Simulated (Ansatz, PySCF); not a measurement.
CH₄NO (SMILES [NH3+]C=O), charge +1, singlet, geometry from GFN2-xTB. Base run: MP2/def2-SVPD run with PySCF.

Here is a job for PySCF.
```python
from pyscf import gto, scf, mp

mol = gto.Mole()
mol.atom = '''
    N    -1.079731    0.243807    0.157699
    C     0.406750    0.243899   -0.264919
    O     1.094770   -0.627805    0.073073
    H    -1.302253    1.084187    0.712797
    H    -1.695311    0.237833   -0.669897
    H    -1.269485   -0.598636    0.727304
    H     0.626506    1.129011   -0.869170
'''
mol.basis = 'def2-svpd'
mol.charge = 1
mol.spin = 0
mol.verbose = 4
mol.build()

mf = scf.RHF(mol)
mf.kernel()

pt = mp.MP2(mf)
pt.kernel()
print('E(MP2) = %.10f' % pt.e_tot)
```

The same geometry, method and basis name were run in Ansatz (a first-principles code) and PySCF, at each program's defaults and at the settings that a row names. The base is PySCF at its defaults. Differences at the defaults can come from grids, fitting, cores and function types together.

```json
[
 {"code and settings": "PySCF, defaults (exact integrals, spherical functions, all electrons correlated)", "ΔE vs base (µEh)": "0.0", "basis functions": "95", "E (Eh)": "-169.63295", "SCF cycles": "10"},
 {"code and settings": "Ansatz, defaults (factorised integrals, spherical functions, frozen core)", "ΔE vs base (µEh)": "9429", "basis functions": "95", "E (Eh)": "-169.62352", "SCF cycles": "-"},
 {"code and settings": "PySCF, frozen core", "ΔE vs base (µEh)": "9428", "basis functions": "95", "E (Eh)": "-169.62352", "SCF cycles": "10"},
 {"code and settings": "Ansatz, high accuracy, frozen core", "ΔE vs base (µEh)": "9428", "basis functions": "95", "E (Eh)": "-169.62352", "SCF cycles": "-"}
]
```
